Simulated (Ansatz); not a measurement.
# Four-centre ligand exchange

Start structure (GaH3ClO2F, closed shell), relaxed at PBE0-D4/def2-TZVP:

```
8
angstrom
Ga -0.4419 0.1423 0.1430
Cl 0.8406 1.7460 -0.6290
O -1.6404 -0.5744 -0.9371
O -0.5642 -0.0737 1.8909
H 1.8510 -0.3028 -0.6508
F 1.4129 -1.0765 -0.3472
H -1.5348 -0.3050 -1.8519
H 0.0769 0.4440 2.3822
```

The step: GaH₂ClO₂ ([OH][Ga]([OH])[Cl]) + HF → GaH₂O₂F ([OH][Ga]([OH])[F]) + HCl (still joined by a long Ga–Cl bond); bonds formed: Ga1–F6, Cl2–H5; bonds broken: H5–F6; bonds weakened to dative contacts: Ga1–Cl2. Computed with Ansatz 0.2.0 (basis: def2-TZVPP and def2-QZVPP); correlated methods freeze the cores. Filled d shells of the heavier atoms are correlated. The def2 sets are not built for correlating such inner shells, so the correlated values are less sure here. Extrapolation: Hartree–Fock as exp(−7.88 √X), correlation as X^−2.97. Energies below are by CCSD(T) at an estimated basis limit (MP2 extrapolated from triple and quadruple zeta, plus CCSD(T) − MP2 in triple zeta).

Question: What are the electronic barrier and the energy of the step, from the start structure to the end structure? (To be estimated.)

Answer: Computed: Barrier 13.01 kcal/mol; step energy 9.41 kcal/mol (uphill); reverse barrier, their difference, 3.60 kcal/mol. Barrier and step energy count from the start structure, the reverse barrier from the end structure.

The saddle point: One imaginary mode of 291i cm⁻¹.
| pair | start (Å) | saddle (Å) | end (Å) |
| --- | --- | --- | --- |
| Ga1–F6 | 2.27 | 1.87 | 1.79 |
| Cl2–H5 | 2.28 | 1.41 | 1.29 |
| Ga1–Cl2 | 2.19 | 2.51 | 2.72 |
| H5–F6 | 0.94 | 1.37 | 2.05 |

Zero-point energy (harmonic, PBE0-D4): ZPE is 25.30 kcal/mol at the start and 23.03 kcal/mol at the saddle, so the barrier goes from 13.01 to 10.74 kcal/mol.

No T1 diagnostic of these runs exceeds 0.014.

Labels in which every atom is bracketed show which atoms are joined, not bond orders.

For scale, one of the runs: CCSD(T)/def2-TZVPP, 225 basis functions, launched by `ansatz run in.yaml --threads 8 --pin off --events-out ev --progress --plain --max-ram 19148MiB`. Hardware: 8 CPU threads of an AMD EPYC 9R45, shared host. Wall time 24 s; peak host memory 3.9 GiB.
